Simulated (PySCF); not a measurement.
Calculation: PBE-D3(BJ)/def2-TZVP // TPSS-D3(BJ)/def2-SVP (PySCF 2.14.0). Isolated molecules, 0 K electronic values unless said otherwise. One relaxed conformer stands for a flexible species; it need not be the lowest. 

Reference species: [Mo(OH)5(NH2)] (neutral, multiplicity 1).

The LUMO is -3.84 eV. The HOMO is -6.40 eV and the coordination number is 6.

Changed species: [Mo(OH)6] (0 of 6 OH replaced by NH2; the reference has 1 of 6 OH replaced by NH2).

### Question
Predict the effect on the LUMO, HOMO and coordination number.

### Answer
the LUMO falls by 0.37 eV, to -4.21 eV; the HOMO decreases by 0.75 eV, to -7.15 eV; the coordination number stays essentially unchanged.
